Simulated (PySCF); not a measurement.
An element was calculated at UHF (PySCF 2.14, spin-free X2C, a triple-zeta basis, no spin-orbit coupling), in the ground configurations that NIST lists.

```
first ionisation energy  : 5.916 eV
second ionisation energy : 14.996 eV
third ionisation energy  : 24.779 eV
```

Q: Which element is it?

A: Tungsten (W, Z = 74), in ANO-RCC-VTZP. NIST lists 7.864, 16.37 ± 0.15, 26 ± 0.4 eV for these ionisation energies.
